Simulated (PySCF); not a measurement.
C₂H₂O, SMILES C1=CO1.

The structure is a stationary point at PBE0-D3(BJ)/def2-TZVP.

Two levels are set side by side: TDDFT-PBE/def2-SVPD (PySCF) and TDDFT-PBE0/def2-SVPD (PySCF). Vertical, same geometry. The lowest singlet is HOMO→LUMO 98 % with PBE and HOMO→LUMO 98 % with the other functional; states are paired by order. Differences are taken from unrounded values.

| quantity | TDDFT-PBE0 |
|---|---|
| lowest singlet excitation (eV) | 4.12 |
| lowest triplet excitation (TDA) (eV) | 2.53 |
| first bright state (f over 0.05) (eV) | 7.87 |
| its oscillator strength | 0.06 |

Task: What does TDDFT-PBE give, and how far is it from TDDFT-PBE0? (The exact figures need the calculation; the answer reports its results.)

Result: 
| quantity | TDDFT-PBE | TDDFT-PBE minus TDDFT-PBE0 |
|---|---|---|
| lowest singlet excitation (eV) | 3.44 | -0.67 |
| lowest triplet excitation (TDA) (eV) | 2.27 | -0.26 |
| first bright state (f over 0.05) (eV) | 7.15 | -0.73 |
| its oscillator strength | 0.05 | 0.00 |

Functionals without exact exchange tend to place singlet excitations lower, as here. Differences between two approximate levels are no errors against the true value.

Rough cost on one machine, each run with all the roots and properties that it gave: TDDFT-PBE0 against TDDFT-PBE about 2 times.
